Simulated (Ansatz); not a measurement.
Energy difference R1 → P1 + P2, each structure at its B3LYP-D3(BJ)/def2-TZVP stationary point, reached from a drawn start (curvature not checked).
R1, Cl6W (SMILES [Cl][W]([Cl])([Cl])([Cl])([Cl])[Cl]) (charge 0, multiplicity 1):
```xyz
7

W      0.00000     0.00000     0.00000
Cl     2.30833     0.00000     0.00000
Cl    -2.30833     0.00000     0.00000
Cl     0.00000     2.30833     0.00000
Cl     0.00000    -2.30833     0.00000
Cl     0.00000     0.00000     2.30833
Cl     0.00000     0.00000    -2.30833
```
P1, Cl5W (SMILES [Cl][W]([Cl])([Cl])([Cl])[Cl]) (charge 0, multiplicity 2):
```xyz
6

W      0.041     0.000     0.000
Cl    -0.004     0.000     2.328
Cl    -0.004     0.000    -2.328
Cl     2.287     0.000     0.000
Cl    -1.160     1.914     0.000
Cl    -1.160    -1.914     0.000
```
P2: Cl atom, charge 0, multiplicity 2.

P less R. No zero-point or thermal terms; singlets are restricted closed shells; open shells are unrestricted; no spin–orbit coupling. The spin states of the d-block species are the ones drawn and need not be the lowest.

Cores are frozen in the correlated methods.

Run with Ansatz (Gaussian basis) for Hartree–Fock, density functionals and correlated methods. No computed number here is a measurement. Elements past Kr take the def2 small-core potentials, without spin–orbit coupling.

Total energies in hartree:

```
structure  PBE/def2-TZVPP  r2SCAN/def2-TZVPP  CCSD(T)/def2-SVP
---------  --------------  -----------------  ----------------
R1           -2827.573371       -2828.511875      -2823.789931
P1           -2367.514039       -2368.298512      -2364.273603
P2            -459.958430        -460.116931       -459.445994
```

Task: Work out the reaction energy at each level in kJ/mol (1 hartree = 2625.49964 kJ/mol), and say how far PBE/def2-TZVPP lies from CCSD(T)/def2-SVP.

Result: 
- PBE/def2-TZVPP: (-2367.514039) + (-459.958430) − (-2827.573371) = 0.100902 hartree = 264.9 kJ/mol
- r2SCAN/def2-TZVPP: (-2368.298512) + (-460.116931) − (-2828.511875) = 0.096432 hartree = 253.2 kJ/mol
- CCSD(T)/def2-SVP: (-2364.273603) + (-459.445994) − (-2823.789931) = 0.070334 hartree = 184.7 kJ/mol
PBE/def2-TZVPP less CCSD(T)/def2-SVP: 80.2 kJ/mol. CCSD(T)/def2-SVP is the level counted from, the highest shown, and no exact or measured value.

Ansatz is a quantum-chemistry and plane-wave program.
